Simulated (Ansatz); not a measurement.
Born–Oppenheimer molecular dynamics of CH11NSi2 (15 atoms, charge 0, multiplicity 1). It starts at the highest image of a converged band. Of that band: Neighbouring images differ by up to 1.4 eV, so the band resolves the path poorly. A vibrational analysis at the climbing image gives one clearly imaginary mode, 1227i cm⁻¹: a first-order saddle point.

Level of theory: Ansatz 0.2.0, UKS B3LYP-D4/def2-SVP.

| Quantity | Value |
| --- | --- |
| ensemble | NVE (velocity Verlet) |
| time step | 0.5 fs |
| steps asked | 200 |
| starting velocities drawn for | 300 K |
| seed | 6068 |

First frame:

```xyz
15
Properties=species:S:1:pos:R:3
Si -0.425 0.059 -1.085
H 1.105 -1.258 -0.779
H -0.131 -0.090 -2.535
H -1.334 1.277 -1.022
Si -1.461 -1.714 0.019
H 1.468 -0.198 -0.347
N 1.033 0.890 -0.188
C 0.853 1.361 1.193
H -2.945 -1.549 0.171
H -1.190 -2.983 -0.711
H -0.886 -1.800 1.397
H 1.492 1.589 -0.780
H 1.795 1.768 1.590
H 0.072 2.135 1.257
H 0.554 0.509 1.821
```

(1) How far do the bonds stretch over the last three quarters of this one trajectory? (Pairs bonded in most of those frames.)

Results:

(1) 
```
   bond  mean (Å)  spread (Å)  shortest  longest
 Si1–H3     1.499       0.007      1.49     1.52
 Si1–H4     1.509       0.038      1.45     1.57
Si1–Si5     2.371       0.039      2.32     2.44
 Si1–N7     1.741       0.037      1.67     1.79
  H2–H6     0.770       0.053      0.69     0.84
 Si5–H9     1.501       0.033      1.45     1.55
Si5–H10     1.501       0.036      1.45     1.56
Si5–H11     1.498       0.009      1.48     1.52
  N7–C8     1.451       0.021      1.42     1.49
 N7–H12     1.016       0.004      1.01     1.02
 C8–H13     1.105       0.007      1.09     1.12
 C8–H14     1.109       0.017      1.08     1.14
 C8–H15     1.106       0.019      1.07     1.14
```

Mean temperature of the second half: 999 K. The conserved energy stayed within 0.2 meV per atom of its start (net change -0.06 meV per atom), so the integration is sound. The kinetic energy rose, since the run started high on the potential surface and went downhill. It ends in pieces (CH9NSi2 + H2), so much of that is their flight and rotation, not heat. A run of 0.1 ps of so small a system gives no equilibrium averages. The orbitals were unrestricted but ended closed-shell.

The run took 13 min on 4 threads of Arm Neoverse N1 (shared host), peak memory 0.39 GiB.
